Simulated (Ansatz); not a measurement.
Consider the ligand exchange at the Al–O bond: `C[O][Al]([CH3])[OH]` + `O[SiH3]` → `[CH3][Al]([OH])[O][SiH3]` + CH₃OH.

Program: Ansatz. Geometries: PBE0-D4/def2-TZVP. ΔE: electronic, gas phase. CCSD(T)/CBS is the MP2 limit (def2-TZVPP, def2-QZVPP) plus CCSD(T) − MP2 in def2-TZVPP, frozen cores. This one scheme is used for every species. Functionals use def2-TZVPP. B3LYP here is the variant with VWN-RPA as its local correlation; programs differ in this. One conformer a species, not always the lowest.

`C[O][Al]([CH3])[OH]`:

Z-matrix (Å, degrees):
```
C
O 1 1.395
H 1 1.096 2 110.3
H 1 1.096 2 110.3 3 118.9
H 1 1.098 2 112.8 3 -120.6
Al 2 1.690 1 134.5 3 120.5
O 6 1.694 2 117.2 1 -180.0
C 6 1.938 2 123.0 1 0.0
H 7 0.956 6 122.1 2 0.1
H 8 1.092 6 111.3 2 178.9
H 8 1.094 6 111.4 2 58.4
H 8 1.094 6 111.3 2 -60.7
```

`O[SiH3]`:

```xyz
6

O     0.745    0.010   -1.043
Si   -0.178    0.162    0.313
H     0.798   -0.854   -1.453
H    -1.603   -0.183    0.050
H    -0.072    1.582    0.720
H     0.309   -0.717    1.412
```

`[CH3][Al]([OH])[O][SiH3]`:

Cartesian coordinates in Å:
```
C 1.237 1.231 -1.449
Al -0.372 0.742 -0.496
O -1.796 1.621 -0.757
O -0.393 -0.542 0.598
Si -0.231 -1.811 1.592
H 1.046 2.014 -2.186
H 2.002 1.598 -0.758
H 1.667 0.369 -1.966
H -2.620 1.427 -0.313
H 0.154 -1.351 2.954
H -1.513 -2.559 1.689
H 0.820 -2.739 1.092
```

CH₃OH:

Z-matrix (Å, degrees):
```
C
O 1 1.409
H 1 1.097 2 112.4
H 1 1.090 2 107.0 3 -118.5
H 1 1.097 2 112.4 3 123.0
H 2 0.959 1 108.5 3 -61.6
```

| level | ΔE (kJ/mol) |
| --- | --- |
| r2SCAN-D4 | -28.7 |
| B3LYP | -29.3 |
| CAM-B3LYP | -29.5 |
| CCSD/def2-SVP | -33.1 |

(1) What does CCSD(T)/CBS give? (An estimate is asked.)

Largest T1 diagnostic among the species: 0.012.

Answers

(1) The calculation gave: -30.8 kJ/mol. The listed levels differ from it by 2.1, 1.5, 1.3, -2.3 kJ/mol.

From BLYP to BHLYP (50 % exact exchange), in def2-TZVPP and without D4, ΔE moves by −5.2 kJ/mol. In def2-TZVPP, CCSD(T) changes the Hartree–Fock value by +6.2 kJ/mol (the triples alone add +1.2 kJ/mol) and MP2 by +7.0 kJ/mol. Leaving LDA and LC-ωPBE aside and taking each functional with its dispersion term where it has one, the values, not all of them listed here, spread over 7.8 kJ/mol, from BHLYP-D4 to revPBE-D4.
